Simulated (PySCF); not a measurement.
Screening by computed properties: pick the candidate that meets the target.

Each SMILES stands for a single optimised conformer of the isolated species, non-relativistic unless stated; the electronic structure was computed with PySCF and density fitting.

The conformers computed, where there is a choice (atom-mapped SMILES and torsion angles):
- `[O:1]=[CH:2][c:3]1[cH:4][cH:5][cH:6][c:7]([C:8](=[O:9])[F:10])[cH:11]1`: O1–C2–C3–C4 180°, C6–C7–C8–O9 0°
- `[CH3:1][CH2:2][P:3]([CH3:4])([CH3:5])([CH3:6])[CH2:7][CH3:8]`: C1–C2–P3–C4 -88°, C2–P3–C7–C8 -174°
- `[CH2:1]=[CH:2][c:3]1[p:4][c:5]([CH:6]2[CH2:7][CH2:8]2)[cH:9][s:10]1`: C1–C2–C3–P4 -179°, P4–C5–C6–C7 -148°
- `[CH:1]#[C:2][c:3]1[p:4][cH:5][c:6]([CH:7]([CH3:8])[CH3:9])[s:10]1`: C5–C6–C7–C8 -121°

Problem. Wanted: HOMO–LUMO gap above 5 eV (PBE0/pcSseg-1) and HOMO energy above -7 eV (PBE0/pcSseg-1), at GFN2-xTB geometries. Which candidate meets both?
A. `CCP(C)(C)(C)CC`
B. `C#Cc1pcc(C(C)C)s1`
C. `O=Cc1cccc(C(=O)F)c1`
D. `C=Cc1pc(C2CC2)cs1`

Solution. A. Computed values:
```csv
species,HOMO–LUMO gap,HOMO energy
C=Cc1pc(C2CC2)cs1,4.44 eV,-6.34 eV
C#Cc1pcc(C(C)C)s1,4.56 eV,-6.48 eV
O=Cc1cccc(C(=O)F)c1,5.49 eV,-8.03 eV
CCP(C)(C)(C)CC,6.61 eV,-5.40 eV
```
